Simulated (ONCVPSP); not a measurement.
**Varying the ONCV potential for K**

Base potential:

ONCVPSP 4.0.1 input, shortened (lines: element, Z, core and valence counts, functional; n l f; lmax; l rc ep ncon nbas qcut; lloc lpopt rc5 dvloc0; l nproj debl; icmod fcfact rcfact), PBEsol, scalar-relativistic:

```
  K 19.00    3    2  -116133      upf
    1    0    2.00
    2    0    2.00
    2    1    6.00
    3    0    2.00
    3    1    6.00
    2
    0    1.65    0.00    5    8    8.40
    1    1.25    0.00    4    8    6.80
    2    1.65    0.06    3    6    4.90
    4    3    0.90    0.00
    0    1    1.00
    1    2    3.10
    2    2    2.20
    1    0.25    0.00
```

In the d channel the program set the typed energies aside and used 0.050, 2.250 Ha.

All-electron outer shells of the reference configuration (PBEsol, scalar-relativistic, ld1.x):

```tsv
shell	level (eV)	outermost node (bohr)	outermost maximum (bohr)
3p	-24.83	0.45	1.15
```

Cutoffs, loose and tight: the cutoffs (Ha) at which the residual kinetic energy of the hardest occupied pseudo-wave falls to 1 and 0.1 mHa per electron. They do not see the model core or the augmentation charge, which bear on the density cutoff. Test errors are all-electron minus pseudo excitation energies from the reference, over the configurations 3s2 3p6 4s1; 3s2 3p6 4s0.5; 3s2 3p6 4p1; 3s1 3p6 4s1. A dash means not determined; rows that change the core or the reference have their own tests.

```csv
change,outcome,"cutoff, loose","cutoff, tight",bound ghosts,GHOST(+) flags above zero,largest test error (meV)
base,"generated, projector energies reset by the program",24 Ha,43 Ha,none,none,+87
p: rc 1.18,"generated, projector energies reset by the program",24 Ha,63 Ha,none,none,+87
s: nproj 2,"generated, projector energies reset by the program",24 Ha,43 Ha,none,none,+2.4
s: nbas 10,"generated, projector energies reset by the program",23 Ha,43 Ha,none,none,+99
p: qcut 8.2,"generated, projector energies reset by the program",24 Ha,29 Ha,none,none,+86
"reference 3s2 3p6 4s1; wave 3s: rc 1.65 bohr, ncon 5, nbas 8, qcut 8.4 1/bohr, 1 projector becomes 3s+4s: rc 1.65 bohr, ncon 5, nbas 8, qcut 8.4 1/bohr, 2 projectors",generated,24 Ha,43 Ha,none,none,+2.5
functional PW91,"generated, projector energies reset by the program",24 Ha,44 Ha,none,none,+85
"local potential polynomial inside 0.90 bohr (lpopt 3, dvloc0 -2.5 Ha)","generated, projector energies reset by the program",24 Ha,43 Ha,none,none,+115
"d: ncon 4, nbas 7","generated, projector energies reset by the program",24 Ha,43 Ha,none,none,+87
core correction none,"generated, projector energies reset by the program",24 Ha,43 Ha,none,none,+88
"core [Ar], valence charge 1; reference 3d0.5 4s0.5; waves now 4s: rc 4.00 bohr, ncon 5, nbas 9, qcut 1.9 1/bohr, 2 projectors, debl 3.9 Ha; p scattering state at 0.06 Ha: rc 3.65 bohr, ncon 4, nbas 8, qcut 1.9 1/bohr, 2 projectors, debl 2.7 Ha; 3d: rc 4.00 bohr, ncon 5, nbas 9, qcut 2.3 1/bohr, 2 projectors, debl 2 Ha; local potential polynomial inside 2.60 bohr (lpopt 5, dvloc0 3 Ha)",generated,4.9 Ha,16 Ha,none,"s, p, d",+8.3 over the solved tests; 1 of 4 tests not solved or not reliable
```
